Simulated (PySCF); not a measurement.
Lowest empty level (eV) of eight silicon and germanium compounds: PBE beside PBE0, computed with PySCF for isolated molecules in the bases named; differences from unrounded values. The eight are the first of their class met in an unordered collection, after screening for sound electronic states; none was chosen by its value. Each molecule has one DFT geometry for both levels.

```tsv
molecule	basis	PBE0	PBE	difference
SiBr2, SMILES Br[Si]Br (connectivity only; charge and spin as stated), neutral, multiplicity 1	def2-TZVPD	-3.11	(withheld)	(withheld)
CH₉GeNSi, SMILES C[SiH2][NH][GeH3]	def2-TZVP	0.30	-0.55	-0.85
C2H7ClO2Si, SMILES [SiH](OCC)(Cl)O	def2-TZVP	0.71	(withheld)	(withheld)
CH₆GeO₄, SMILES C[O][Ge]([OH])([OH])[OH]	def2-TZVP	-0.24	-1.25	-1.01
Ge₂H₆S, SMILES [GeH3][S][GeH3]	def2-TZVP	-0.28	-1.15	-0.87
CH7GeNOSi, SMILES [OH][Ge@@H]1[NH]C[SiH2]1	def2-TZVP	-0.10	-0.94	-0.84
CH5ClF2Si2, SMILES C[Si](F)(F)[SiH2]Cl	def2-TZVP	-0.94	-1.79	-0.86
C₃H₇NOSi, SMILES [C@@H]1(C)[SiH2]N=CO1	def2-TZVP	-0.05	(withheld)	(withheld)
```

### Question
What belongs in the gaps? (An estimate is asked for; the answer gives what the named calculation found.)

### Answer

- C₃H₇NOSi, SMILES [C@@H]1(C)[SiH2]N=CO1, PBE: -1.12
- C₃H₇NOSi, SMILES [C@@H]1(C)[SiH2]N=CO1, difference: -1.07
- C2H7ClO2Si, SMILES [SiH](OCC)(Cl)O, PBE: -0.21
- C2H7ClO2Si, SMILES [SiH](OCC)(Cl)O, difference: -0.92
- SiBr2, SMILES Br[Si]Br (connectivity only; charge and spin as stated), neutral, multiplicity 1, PBE: -3.83
- SiBr2, SMILES Br[Si]Br (connectivity only; charge and spin as stated), neutral, multiplicity 1, difference: -0.73

PBE lies below PBE0 in 8 and above it in 0 of the eight; the mean signed difference is -0.89 and the largest -1.07 eV.
